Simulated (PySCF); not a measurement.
1-bromo-1,2,2-trichloroethene (C₂BrCl₃), SMILES ClC(Cl)=C(Cl)Br. Geometry optimised at B3LYP-D3(BJ)/def2-SVP.

Question: Give the equilibrium geometry at B3LYP-D3(BJ)/def2-SVP (PySCF confirms it by a frequency run) as bond lengths and angles, and its point group. (Estimate from the structure and the level; the computed values follow.)

Answer: point group Cs.
Atoms: Cl1 C2 Cl3 C4 Cl5 Br6. Bonded distances (Å): Cl1–C2 1.726, C2–Cl3 1.729, C2–C4 1.351, C4–Cl5 1.725, C4–Br6 1.888. Angles (°): Cl1–C2–Cl3 115.2, Cl1–C2–C4 122.9, Cl3–C2–C4 121.9, C2–C4–Cl5 122.0, C2–C4–Br6 122.3, Cl5–C4–Br6 115.7.
